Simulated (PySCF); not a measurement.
P³⁺ (phosphorus, charge +3) across methods

[Ne] 3s2, closed-shell 1S. Computed with PySCF 2.14 in aug-cc-pCVTZ-DK (8s7p5d3f, 75 functions), with the spin-free X2C one-electron Hamiltonian (Gaussian nucleus).

| method | E (hartree) | mean ε 2s (eV) | mean ε 2p (eV) | mean ε 3s (eV) | Σ⟨r²⟩ (bohr²) | ⟨S²⟩ |
| --- | --- | --- | --- | --- | --- | --- |
| PBE | -339.7138 | -212.34 | -162.98 | -45.604 | 8.800 | 0.000 |
| wB97X | -339.8745 | -221.56 | -170.55 | -49.584 | 8.778 | 0.000 |
| wB97X-V | -339.8277 | -221.80 | -170.62 | -49.486 | 8.836 | 0.000 |
| PBE0 | -339.7386 | -220.66 | -168.96 | -46.952 | 8.812 | 0.000 |
| r2SCAN | -339.8276 | -216.82 | -165.42 | -45.806 | 8.848 | 0.000 |
| LC-wPBE | -339.7510 | -218.50 | -168.91 | -50.079 | 8.795 | 0.000 |
| UHF | -339.37742 | -244.26 | -185.61 | -50.001 | 8.909 | 0.000 |
| revPBE | -339.8135 | -212.46 | -162.93 | -45.542 | 8.814 | 0.000 |

Task: Estimate the same row for LDA.

Result: E (hartree) = -338.5875; mean ε 2s (eV) = -211.50; mean ε 2p (eV) = -163.02; mean ε 3s (eV) = -45.743; Σ⟨r²⟩ (bohr²) = 8.789; ⟨S²⟩ = 0.000.
